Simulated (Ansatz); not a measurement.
Ansatz (a quantum-chemistry and plane-wave program) input (PBE/6-31G*):

Ansatz 0.2 input:
```yaml
crystal:
  periodic: [false, false, false]
  atoms:
    - {symbol: C, position_ang: [-1.90478400, -0.06932000, 0.34453200]}
    - {symbol: S, position_ang: [-0.35085700, 0.45431900, -0.46775200]}
    - {symbol: B, position_ang: [0.86280300, -0.49024300, 0.43719900]}
    - {symbol: F, position_ang: [2.15286900, -0.43633400, 0.19594000]}
    - {symbol: H, position_ang: [-2.05182400, -1.13884500, 0.22493900]}
    - {symbol: H, position_ang: [-1.88821000, 0.19515400, 1.39790000]}
    - {symbol: H, position_ang: [-2.70737800, 0.46873900, -0.15544600]}
basis:
  gaussian:
    orbitals: 6-31G*
hamiltonian:
  xc: {name: PBE}
magnetization: {spin_polarized: true, initial_magnetization: 1}
relax: {f_tol: 0.003, max_steps: 120}
```

From the output:

```
778 factors; their error is unknown
mean field: 0.18 GiB planned
mean field -15304.10318228 eV, -562.4154184552 hartree, gradient 2.5e-5 eV, S^2 0.753234; 0 other end points of the search recorded, 0 dependent functions left out
the calculation of the forces begins
reference -15304.10320642 eV, -562.4154193422 hartree; 20, 19 occupied and 50, 51 virtual orbitals, 778 factors
relax step   5: F+E_penalty+E_count = -15304.10318228 eV  Δ(F+E_penalty+E_count) = -1.461e-5 eV  max|allowed force component| = 3.103e-3 eV/Å  Δτ_max = 0.0014 Å  (25 SCF iters, accepted)
these checks for a lower state are left out or cut short: starts, cluster_reference, orbital_swaps, neighbouring_geometries, increment
integrals: 0.02 GiB planned
778 factors; their error is unknown
mean field: 0.18 GiB planned
mean field -15304.10318315 eV, -562.4154184872 hartree, gradient 4.1e-5 eV, S^2 0.753234; 0 other end points of the search recorded, 0 dependent functions left out
the calculation of the forces begins
reference -15304.10320729 eV, -562.4154193742 hartree; 20, 19 occupied and 50, 51 virtual orbitals, 778 factors
relax step   6: F+E_penalty+E_count = -15304.10318315 eV  Δ(F+E_penalty+E_count) = -8.707e-7 eV  max|allowed force component| = 6.229e-4 eV/Å  Δτ_max = 0.0005 Å  (22 SCF iters, accepted)
integrals: 0.02 GiB planned
778 factors; their error is unknown
mean field: 0.18 GiB planned
mean field evaluation 64: about -15304.1030 eV, gradient 2.0e-1 eV
mean field -15304.10318315 eV, -562.4154184872 hartree, gradient 4.1e-5 eV, S^2 0.753234; 1 other end points of the search recorded, 0 dependent functions left out
the calculation of the forces begins
reference -15304.10320729 eV, -562.4154193742 hartree; 20, 19 occupied and 50, 51 virtual orbitals, 778 factors
Total energy: -15304.10320729 eV, -562.4154193742 hartree
Atom 0 at    -1.906550    -0.067579     0.342798 Å, force     0.000623    -0.000116     0.000045 eV/Å
Atom 1 at    -0.344334     0.463213    -0.478777 Å, force    -0.000273    -0.000208     0.000274 eV/Å
Atom 2 at     0.868601    -0.498118     0.445346 Å, force    -0.000318    -0.000035     0.000084 eV/Å
Atom 3 at     2.168565    -0.435637     0.192958 Å, force     0.000285     0.000109    -0.000164 eV/Å
Atom 4 at    -2.058216    -1.149564     0.224607 Å, force    -0.000028     0.000036     0.000093 eV/Å
Atom 5 at    -1.892984     0.197627     1.409167 Å, force    -0.000043    -0.000092    -0.000020 eV/Å
Atom 6 at    -2.722461     0.473527    -0.158787 Å, force    -0.000246     0.000305    -0.000312 eV/Å
Dipole moment:    -0.355924    -0.062563     0.120800 e Å
```

The geometry given is a B3LYP-D3(BJ)/def2-TZVP minimum.
